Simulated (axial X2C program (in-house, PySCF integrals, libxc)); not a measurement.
## RuP: from the spin-free to the two-component result

All values were computed with an in-house relativistic program for diatomic molecules. Spin-free means the one-electron spin-free X2C Hamiltonian; two-component (2c) means X2C with spin–orbit coupling and atomic mean-field two-electron Coulomb and Gaunt terms, so the difference of the two also holds small scalar two-electron terms. Basis: Ru dyall-cv3z [12s12p8d5f3g], P dyall-v3z [8s7p2d1f] (cores contracted in-house); Gaussian nuclei, density fitting, unrestricted open shells. Masses: Ru 101.904 u, P 30.974 u.

Spin-free state: M_S = 3/2, Λ = 3 (beyond evenly filled blocks: σα, π+α, δ+α, δ+β, δ-α); fragments Ru + P.

```
level  Re (Å)  ωe (cm⁻¹)  De (eV)  μ (D)
   HF   2.339      285.8   -0.389  -3.19
```

Dipoles are positive if P is the positive end.

Two-component determinant lowest at the distance of the search:

Ω = 5/2 (⟨Sz⟩ = 1.49, ⟨Lz⟩ = 1.01 at HF); fragments Ru + P.

```json
{"level": "HF", "Re (Å)": "2.337", "ωe (cm⁻¹)": "285.4", "μ (D)": "-3.18"}
```

Q: From the two tables, how do the constants change at the HF level (2c against spin-free)?

A: At the HF level Re decreases by 0.002 Å and ωe falls by 0.4 cm⁻¹. The two determinants differ in configuration, so these shifts compare two states and are not the spin–orbit effect on one state.

One determinant describes the state; a PBE0 search over occupations chose it and may have missed a lower one. De is counted from the lowest determinant-based energies of the atoms at the same level, without counterpoise correction. De is not given where an atomic determinant may have missed its ground term or J level, or where the truncated virtual space spoils (T). Other states lie close and PBE0, whose exact exchange favours high spin, may order them wrongly; the determinant shown need not be the ground state. The nearest other spin-free determinant of the search, M_S = 3/2, Λ = 1, lies 0.000 eV up at the distance of the search. With several unpaired electrons one determinant need not be a pure state. Some points did not converge and are left out. The determinant is spin-polarised beyond a pure state at some levels (its spin-free form has ⟨S²⟩ too high), which makes Re and μ there less reliable.
